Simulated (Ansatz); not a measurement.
Species: sum formula SiN2H5, charge 0, multiplicity 2. It need not be the lowest isomer of its formula. 
Coordinates optimised at B3LYP-D3(BJ)/def2-TZVP (Ansatz, a quantum-chemistry and plane-wave program):
SMILES: [NH][SiH2]N
```xyz
8

Si     0.0786    -0.4127    -0.1326
N      1.2213     0.8471    -0.5594
N     -1.2669     0.1086     0.7844
H      0.8092    -1.4214     0.6767
H     -0.4387    -0.9926    -1.3984
H      2.0149     0.5031    -1.1078
H     -1.1618     0.3544     1.7562
H     -2.0048     0.6441     0.3544
```
Charge 0, spin multiplicity 2.

Dipole moments at this geometry, in debye (magnitudes).

| level | program | dipole (D) |
|---|---|---|
| PBE/def2-TZVPD | Ansatz | 0.56 |
| BLYP/def2-TZVPD | Ansatz | 0.57 |
| revPBE/def2-TZVPD | Ansatz | 0.53 |
| B97M-V/def2-TZVPD | Ansatz | 0.42 |
| B3LYP/def2-TZVPD | Ansatz | 0.47 |
| PBE0/def2-TZVPD | Ansatz | 0.43 |
| BHLYP/def2-TZVPD | Ansatz | 0.39 |
| r2SCAN0/def2-TZVPD | Ansatz | 0.40 |
| HSE06/def2-TZVPD | Ansatz | ___ |
| CAM-B3LYP/def2-TZVPD | Ansatz | 0.44 |
| wB97M-V/def2-TZVPD | Ansatz | 0.41 |
| wB97X-V/def2-TZVPD | Ansatz | 0.41 |
| CCSD(T)/aug-cc-pV(D+d)Z | Ansatz | ___ |

Question: Some entries are withheld; supply them.

Answer: 
- HSE06/def2-TZVPD, dipole (D): 0.44
- CCSD(T)/aug-cc-pV(D+d)Z, dipole (D): 0.40
